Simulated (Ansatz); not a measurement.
A nudged elastic band was laid between two geometries of AlF3H2 (6 atoms, charge 0, multiplicity 1).

Theory: RKS BHLYP/def2-SVP in Ansatz.

| Quantity | Value |
| --- | --- |
| movable images | 5 |
| climbing image | yes |
| spring | 5.0 eV/Å² |
| optimiser | quadratic models (default) |
| start path | through a guess of the saddle point |
| force threshold | 0.05 eV/Å |
| iteration limit | 60 |
| end points | relaxed |

First end point:

```xyz
6
Properties=species:S:1:pos:R:3
Al 0.004 0.081 0.112
H 0.000 0.687 1.554
F 1.409 0.061 -0.756
F -1.411 -0.008 -0.736
F 0.055 -1.817 0.758
H 0.070 -1.902 1.680
```

Last end point:

```xyz
6
Properties=species:S:1:pos:R:3
Al 0.019 -0.602 -0.197
H 0.014 0.164 1.788
F 1.409 0.197 -0.529
F -1.412 0.131 -0.504
F 0.060 -2.206 0.139
H 0.038 -0.584 1.915
```

(1) What changes between the two ends?

(2) What energy profile does the band end with?

(3) What is the geometry of the highest image?

(4) What are the harmonic wavenumbers there?

Answers

(1) Bonds broken: Al1–H2, F5–H6. Bonds formed: H2–H6. AlF3H2 becomes AlF3 + H2.

(2) It converged. The highest image is number 3 of 0 to 6, 0.36 eV above the first end and 1.36 eV above the last; the last end lies 1.00 eV below the first. A vibrational analysis at the climbing image gives one clearly imaginary mode, 1051i cm⁻¹: a first-order saddle point. The orbitals stay closed-shell, which can raise the energy where a bond breaks towards radicals; this wasn't checked here.

```
image  path coordinate (Å)  energy (eV)  Al1–H2 (Å)  F5–H6 (Å)  H2–H6 (Å)
    0                 0.00         0.00        1.56       0.93       2.59
    1                 0.37         0.04        1.57       0.93       2.09
    2                 0.74         0.17        1.60       0.95       1.60
    3                 1.10         0.36        1.68       1.10       1.15
    4                 1.50        -0.36        1.85       1.51       0.83
    5                 1.90        -0.91        2.06       1.96       0.76
    6                 2.29        -1.00        2.13       2.41       0.76
```

(3) 
```xyz
6
Properties=species:S:1:pos:R:3:forces:R:3
Al 0.011 -0.199 0.016 0.00 -0.02 -0.01
H 0.020 0.046 1.680 0.00 -0.01 0.00
F 1.423 0.144 -0.744 0.02 0.00 0.01
F -1.427 0.080 -0.720 -0.02 0.00 0.01
F 0.056 -1.868 0.798 0.00 0.03 -0.01
H 0.045 -1.102 1.581 0.00 0.00 0.00
```

(4) 1051i, 177, 236, 328, 468, 693, 825, 996, 1222, 1235, 1758, 2128 cm⁻¹.

Time of the run: 83 s on 1 thread of Arm Neoverse V2, on a shared host, peak memory 0.12 GiB.
